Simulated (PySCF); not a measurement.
aminoborane (H4BN), singlet, geometry from GFN2-xTB; SVWN5/6-311G** (PySCF).

Input for PySCF:
```python
from pyscf import gto, scf, dft

mol = gto.Mole()
mol.atom = '''
    B    -0.773072    0.038104   -0.006109
    N     0.602765   -0.029710    0.004763
    H    -1.389463   -0.957864   -0.026227
    H    -1.288779    1.089872    0.005064
    H     1.203192    0.777969    0.021946
    H     1.121057   -0.892529   -0.003580
'''
mol.basis = '6-311g**'
mol.charge = 0
mol.spin = 0
mol.verbose = 4
mol.symmetry = True
mol.symmetry_subgroup = 'C2'
mol.build()

mf = dft.RKS(mol)
mf.xc = 'lda,vwn'
mf.kernel()
mf.analyze()
```

The log (banner, timings and long lists left out):

```
PySCF version 2.14.0

[INPUT] verbose = 4
[INPUT] num. atoms = 6
[INPUT] num. electrons = 16
[INPUT] charge = 0
[INPUT] spin (= nelec alpha-beta = 2S) = 0
[INPUT] symmetry True subgroup C2
[INPUT] Mole.unit = angstrom
[INPUT] Symbol           X                Y                Z      unit          X                Y                Z       unit  Magmom
[INPUT]  1 B     -0.773072000000   0.038104000000  -0.006109000000 AA   -1.460894354570   0.072006124250  -0.011544336895 Bohr   0.0
[INPUT]  2 N      0.602765000000  -0.029710000000   0.004763000000 AA    1.139060767473  -0.056143763161   0.009000765531 Bohr   0.0
[INPUT]  3 H     -1.389463000000  -0.957864000000  -0.026227000000 AA   -2.625704530217  -1.810100624580  -0.049561847069 Bohr   0.0
[INPUT]  4 H     -1.288779000000   1.089872000000   0.005064000000 AA   -2.435439345091   2.059559590832   0.009569573095 Bohr   0.0
[INPUT]  5 H      1.203192000000   0.777969000000   0.021946000000 AA    2.273703355268   1.470148343402   0.041471929530 Bohr   0.0
[INPUT]  6 H      1.121057000000  -0.892529000000  -0.003580000000 AA    2.118490700027  -1.686635368232  -0.006765219526 Bohr   0.0

nuclear repulsion = 32.5355143010022
point group symmetry = C2v, use subgroup C2
symmetry origin: [ 2.36215766e-07 -2.36215766e-07 -1.18107883e-07]
symmetry axis x: [-0.00863294 -0.01485393  0.99985241]
symmetry axis y: [-0.04910343 -0.99867711 -0.01526044]
symmetry axis z: [ 0.99875639 -0.04922792  0.00789214]
num. orbitals of irrep A = 32
num. orbitals of irrep B = 28
number of shells = 32
number of NR pGTOs = 94
number of NR cGTOs = 60
basis = 6-311g**
ecp = {}

******** <class 'pyscf.dft.rks_symm.SymAdaptedRKS'> ********
method = SymAdaptedRKS
initial guess = minao
damping factor = 0
level_shift factor = 0
DIIS = <class 'pyscf.scf.diis.CDIIS'>
diis_start_cycle = 1
diis_space = 8
diis_damp = 0
SCF conv_tol = 1e-09
SCF conv_tol_grad = None
SCF max_cycles = 50
direct_scf = True
direct_scf_tol = 1e-13
XC library pyscf.dft.libxc version 7.1.2
    S. Lehtola, C. Steigemann, M. J. T. Oliveira, and M. A. L. Marques,  SoftwareX 7, 1–5 (2018)
XC functionals = lda,vwn
    P. A. M. Dirac,  Math. Proc. Cambridge Philos. Soc. 26, 376 (1930)
    F. Bloch,  Z. Phys. 57, 545 (1929)
    S. H. Vosko, L. Wilk, and M. Nusair,  Can. J. Phys. 58, 1200 (1980)
radial grids:
    Treutler-Ahlrichs [JCP 102, 346 (1995); DOI:10.1063/1.469408] (M4) radial grids

becke partition: Becke, JCP 88, 2547 (1988); DOI:10.1063/1.454033
pruning grids: <function nwchem_prune>
grids dens level: 3
symmetrized grids: True
atomic radii adjust function: <function treutler_atomic_radii_adjust>
small_rho_cutoff = 0
Freeze 0 electrons in irreps []
    16 free electrons in irreps A B
Set gradient conv threshold to 3.16228e-05
Initial guess from minao.
tot grids = 67184
init E= -81.2337928809453
HOMO (B) = -0.353138598218843  LUMO (B) = -0.100092674751853  gap/eV = 6.88573
cycle= 1 E= -81.2366032490836  delta_E= -0.00281  |g|= 0.446  |ddm|= 1.63
HOMO (B) = -0.177579784503241  LUMO (B) = 0.0412263952137638  gap/eV = 5.95402
cycle= 2 E= -81.1772386910322  delta_E= 0.0594  |g|= 0.696  |ddm|= 0.744
HOMO (B) = -0.259787255240281  LUMO (B) = -0.019632372269985  gap/eV = 6.53495
cycle= 3 E= -81.2832635500702  delta_E= -0.106  |g|= 0.133  |ddm|= 0.448
HOMO (B) = -0.272836266882409  LUMO (B) = -0.0289566655571561  gap/eV = 6.63630
cycle= 4 E= -81.287883235133  delta_E= -0.00462  |g|= 0.0304  |ddm|= 0.104
HOMO (B) = -0.272470465448796  LUMO (B) = -0.0270767085179054  gap/eV = 6.67750
cycle= 5 E= -81.2881168054288  delta_E= -0.000234  |g|= 0.00326  |ddm|= 0.0216
HOMO (B) = -0.273057034880751  LUMO (B) = -0.0271604229946819  gap/eV = 6.69119
cycle= 6 E= -81.2881207920065  delta_E= -3.99e-06  |g|= 0.000198  |ddm|= 0.004
HOMO (B) = -0.273018651757432  LUMO (B) = -0.0271684326666194  gap/eV = 6.68993
cycle= 7 E= -81.2881208091704  delta_E= -1.72e-08  |g|= 4.69e-05  |ddm|= 0.000333
HOMO (B) = -0.273030101503044  LUMO (B) = -0.0271730883524854  gap/eV = 6.69011
cycle= 8 E= -81.2881208098645  delta_E= -6.94e-10  |g|= 9.35e-07  |ddm|= 4.23e-05
HOMO (B) = -0.27303032434113  LUMO (B) = -0.0271731269590042  gap/eV = 6.69012
Extra cycle  E= -81.2881208098644  delta_E= 5.68e-14  |g|= 1.03e-06  |ddm|= 1.33e-06
converged SCF energy = -81.2881208098644
**** SCF Summaries ****
Total Energy =                         -81.288120809864438
Nuclear Repulsion Energy =              32.535514301002245
One-electron Energy =                 -173.896440237876902
Two-electron Energy =                   60.072805127010227
Two-electron Coulomb Energy =           71.746025002971606
DFT Exchange-Correlation Energy =      -11.673219875961376
HOMO-LUMO gap [eV] =                     6.690115103760357
Wave-function symmetry = A
occupancy for each irrep:      A    B
                               5    3
**** MO energy ****
MO #1 (A #1), energy= -13.856205898377 occ= 2
MO #2 (A #2), energy= -6.39282256215194 occ= 2
MO #3 (A #3), energy= -0.792918533468258 occ= 2
MO #4 (A #4), energy= -0.476409977255221 occ= 2
MO #5 (B #1), energy= -0.46810569959586 occ= 2
MO #6 (A #5), energy= -0.346685923135794 occ= 2
MO #7 (B #2), energy= -0.274620191888757 occ= 2
MO #8 (B #3), energy= -0.27303032434113 occ= 2
MO #9 (B #4), energy= -0.0271731269590042 occ= 0
MO #10 (A #6), energy= 0.0186097296346706 occ= 0
MO #11 (B #5), energy= 0.0632784379547982 occ= 0
MO #12 (A #7), energy= 0.102031691307268 occ= 0
MO #13 (B #6), energy= 0.152933132608639 occ= 0
MO #14 (A #8), energy= 0.159337771454098 occ= 0
MO #15 (A #9), energy= 0.242433895404895 occ= 0
MO #16 (B #7), energy= 0.251813073058613 occ= 0
 ** Mulliken pop on meta-lowdin orthogonal AOs  **
 ** Mulliken pop  **
 ** Mulliken atomic charges  **
charge of    0B =     -0.15667
charge of    1N =     -0.37071
charge of    2H =      0.01980
charge of    3H =      0.01980
charge of    4H =      0.24390
charge of    5H =      0.24390
Dipole moment(X, Y, Z, Debye):  2.24329, -0.11057,  0.01773
```
